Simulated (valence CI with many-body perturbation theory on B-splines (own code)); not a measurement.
Sc IX: electric-dipole lines

Level of theory: configuration interaction combined with many-body perturbation theory (CI+MBPT): three valence electrons over a frozen Dirac-Fock core [Ne], radial functions for each j: 11 s, 11 p, 9 d, 7 f, 5 g, 2 h, 1 i, with the one-electron correlation potential Σ1 (screened to all orders), the two-electron term Σ2, the three-electron term Σ3, Breit, model QED; selected single and double excitations, second order for the rest, scaled by the run's own slope (own B-spline code, finite nucleus).

No measured levels were compared; by estimate levels of excited configurations hold to 0.05 to 0.15 % of their energy, terms of the ground configuration to about 0.5 %.

Lines 1 to 50 of 257 in falling wavelength, among levels below 91.736 eV, chosen from the strongest by gf and those to the six lowest levels. Wavelengths and rates use the calculated energies, so an error of 200 cm⁻¹ moves a line at 136.6 nm by 0.27 % and its rate by three times that or more. Electric multipoles are in the length gauge, E1 and E2 with the static RPA response of the core. Weak lines are less certain than strong ones. Lines between different terms over intervals too small for the method are left out, as are lines whose strength nearly cancels. Where a level lies close to another of its J and parity, the split of strength between their lines is uncertain. The highest levels of a list are the least certain.

Names give the largest LS component (configuration and term), which can be under half, so a name can repeat, a term be missing and a line seem to break the LS rules; names also repeat where a configuration has a term twice. Letters in brackets count levels of one name in rising energy.

```tsv
λ vac (nm)	Upper	Lower	A (s⁻¹)	log gf	Branch %
136.6	3s²4p ²P°_1/2	3s²4s ²S_1/2	7.56e+08	-0.37	4.4
86.50	3p³ ²D°_5/2	3s3p² ²P_3/2	2.86e+08	-0.72	15.3
82.78	3p²3d ²D_5/2 [a]	3s3p3d ²D°_5/2 [b]	2.33e+08	-0.84	0.8
81.50	3p²3d ²G_7/2	3s3p3d ²F°_5/2 [b]	3.77e+08	-0.52	14.4
80.24	3p²3d ²G_9/2	3s3p3d ²F°_7/2 [b]	4.03e+08	-0.41	15.7
74.85	3p²3d ²F_7/2 [a]	3s3p3d ²F°_7/2 [a]	4.23e+08	-0.55	13.0
73.58	3p²3d ²F_5/2 [a]	3s3p3d ²F°_5/2 [a]	5.06e+08	-0.61	16.9
71.86	3s3p² ⁴P_1/2	3s²3p ²P°_3/2	1.33e+06	-3.69	35.6
70.76	3s3p² ⁴P_3/2	3s²3p ²P°_3/2	7.12e+05	-3.67	92.6
69.23	3s3p² ⁴P_5/2	3s²3p ²P°_3/2	2.33e+06	-3.00	100.0
68.99	3s3p² ⁴P_1/2	3s²3p ²P°_1/2	2.40e+06	-3.46	64.4
67.99	3s3p² ⁴P_3/2	3s²3p ²P°_1/2	5.67e+04	-4.80	7.4
64.63	3p²3d ²P_3/2 [b]	3s3p3d ²P°_3/2 [b]	6.19e+08	-0.81	2.9
63.15	3p²3d ²F_5/2 [a]	3s3p3d ²D°_3/2 [a]	7.94e+08	-0.55	26.5
62.86	3p²3d ²D_3/2 [b]	3s3p3d ²P°_1/2 [b]	7.29e+08	-0.76	4.6
62.36	3p³ ²P°_3/2	3s3p² ²P_3/2	1.22e+09	-0.55	14.8
62.26	3p²3d ²F_7/2 [a]	3s3p3d ²D°_5/2 [a]	8.34e+08	-0.41	25.6
61.71	3p²3d ²D_5/2 [b]	3s3p3d ²P°_3/2 [b]	9.75e+08	-0.48	7.9
61.20	3p³ ²P°_1/2	3s3p² ²P_1/2	1.27e+09	-0.85	15.1
60.15	3p²3d ²F_5/2 [b]	3s3p3d ²D°_3/2 [b]	1.16e+09	-0.42	2.8
59.96	3p²3d ²F_7/2 [b]	3s3p3d ²D°_5/2 [b]	1.29e+09	-0.25	3.1
59.84	3p²3d ²G_9/2	3s3p3d ²F°_7/2 [a]	2.03e+09	0.04	79.0
58.51	3p²3d ²G_7/2	3s3p3d ²F°_5/2 [a]	2.08e+09	-0.07	79.7
56.67	3p²3d ²P_3/2 [a]	3s3p3d ²D°_5/2 [a]	1.25e+09	-0.62	9.2
56.03	3p²3d ⁴F_5/2	3s3p3d ⁴D°_3/2	8.01e+08	-0.65	9.3
55.80	3p³ ²P°_3/2	3s3p² ²S_1/2	7.59e+08	-0.85	9.3
55.63	3s3p3d ²F°_5/2 [a]	3s²3d ²D_3/2	7.94e+08	-0.66	7.6
55.63	3p²3d ⁴F_3/2	3s3p3d ⁴D°_1/2	7.86e+08	-0.84	9.2
55.61	3p²3d ⁴F_7/2	3s3p3d ⁴D°_5/2	1.17e+09	-0.36	13.4
54.98	3p²3d ⁴F_9/2	3s3p3d ⁴D°_7/2	1.86e+09	-0.07	21.3
54.89	3p²3d ⁴F_5/2	3s3p3d ⁴P°_3/2	6.53e+08	-0.75	7.6
54.73	3p³ ²D°_3/2	3s3p² ²D_3/2	1.23e+09	-0.66	65.9
54.65	3p³ ²D°_5/2	3s3p² ²D_5/2	1.45e+09	-0.41	77.5
54.53	3p³ ²D°_5/2	3s3p² ²D_3/2	1.22e+08	-1.49	6.5
54.35	3s3p3d ²F°_7/2 [a]	3s²3d ²D_5/2	1.02e+09	-0.44	9.5
54.00	3p²3d ⁴F_7/2	3s3p3d ⁴P°_5/2	5.11e+08	-0.75	5.9
53.86	3p²3d ²F_5/2 [b]	3s3p3d ²F°_5/2 [b]	1.48e+09	-0.41	3.6
53.81	3s3p² ²D_3/2	3s²3p ²P°_3/2	9.31e+07	-1.79	8.8
53.70	3s3p² ²D_5/2	3s²3p ²P°_3/2	9.55e+08	-0.61	100.0
53.16	3p²3d ²F_7/2 [b]	3s3p3d ²F°_7/2 [b]	1.71e+09	-0.24	4.1
52.19	3s3p² ²D_3/2	3s²3p ²P°_1/2	9.64e+08	-0.80	91.2
51.92	3p²3d ⁴D_5/2	3s3p3d ⁴D°_5/2	1.02e+09	-0.61	9.7
51.89	3p²3d ⁴D_3/2	3s3p3d ⁴D°_3/2	1.23e+09	-0.70	11.2
51.80	3p³ ⁴S°_3/2	3s3p² ²D_3/2	3.19e+06	-3.29	0.0
51.53	3p²3d ⁴D_7/2	3s3p3d ⁴D°_7/2	7.02e+08	-0.65	6.7
51.21	3p²3d ⁴D_3/2	3s3p3d ⁴D°_1/2	8.76e+08	-0.86	8.0
50.84	3p²3d ⁴D_5/2	3s3p3d ⁴P°_3/2	1.77e+09	-0.38	16.9
50.14	3p²3d ⁴D_7/2	3s3p3d ⁴P°_5/2	2.92e+09	-0.05	28.1
47.25	3p²3d ²D_5/2 [a]	3s3p3d ²D°_5/2 [a]	2.13e+09	-0.37	7.7
47.03	3p²3d ²D_3/2 [a]	3s3p3d ²D°_3/2 [a]	2.41e+09	-0.50	9.0
```

Problem. How does gf follow from A for the line at 56.03 nm?

Solution. gf = 1.4992 × (2J+1)_upper × A / σ², with σ = 178478 cm⁻¹ and 2J+1 = 6: gf = 0.226.
